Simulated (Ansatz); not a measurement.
C$_{4}$H$_{9}$O$_{2}$, doublet, at a GFN2-xTB geometry; B3LYP/6-31G run with Ansatz (a program for electronic structure).

Input for Ansatz:
Ansatz 0.2 input:
```yaml
crystal:
  periodic: [false, false, false]
  atoms:
    - {symbol: C, position_ang: [2.56077104, -0.83382252, -0.05187536]}
    - {symbol: O, position_ang: [1.35874343, -0.35585529, -0.59420775]}
    - {symbol: C, position_ang: [0.30458062, -0.28318667, 0.27212290]}
    - {symbol: C, position_ang: [-0.91837553, 0.40750290, -0.20562298]}
    - {symbol: C, position_ang: [-2.15757524, -0.49024854, -0.06860859]}
    - {symbol: O, position_ang: [-1.08228391, 1.59694883, 0.56456414]}
    - {symbol: H, position_ang: [2.45262647, -1.86511095, 0.30352293]}
    - {symbol: H, position_ang: [2.89549161, -0.20751073, 0.78234991]}
    - {symbol: H, position_ang: [3.29918709, -0.80187133, -0.85140078]}
    - {symbol: H, position_ang: [0.49407065, -0.37188146, 1.32892922]}
    - {symbol: H, position_ang: [-0.77188196, 0.66632212, -1.26581658]}
    - {symbol: H, position_ang: [-3.04377857, 0.02369395, -0.43826528]}
    - {symbol: H, position_ang: [-2.30860226, -0.74749979, 0.97697382]}
    - {symbol: H, position_ang: [-2.01885023, -1.40248152, -0.64118067]}
    - {symbol: H, position_ang: [-1.94634439, 1.97612048, 0.36594070]}
basis:
  gaussian:
    orbitals: 6-31G
    fitting: {mean_field: def2-universal-JKFIT}
hamiltonian:
  xc: b3lyp
magnetization: {spin_polarized: true, initial_magnetization: 1}
```

Output, abridged:

```
Functional definition: B3LYP
616 factors; integrals over basis functions are off by at most 4.2e-2 eV
mean field evaluation 1: about -8376.6526 eV, gradient 4.1e1 eV
mean field evaluation 2: about -8373.3458 eV, gradient 5.1e1 eV
mean field evaluation 4: about -8384.0514 eV, gradient 1.6e0 eV
mean field evaluation 8: about -8384.0668 eV, gradient 7.2e-2 eV
mean field evaluation 16: about -8384.0669 eV, gradient 3.7e-5 eV
mean field -8384.06685685 eV, -308.1087740644 hartree, gradient 3.7e-5 eV, S^2 0.753025; 0 other end points of the search recorded, 0 dependent functions left out
reference -8384.06707445 eV, -308.1087820611 hartree; 25, 24 occupied and 47, 48 virtual orbitals, 616 factors
Total energy: -8384.06707445 eV, -308.1087820611 hartree
```
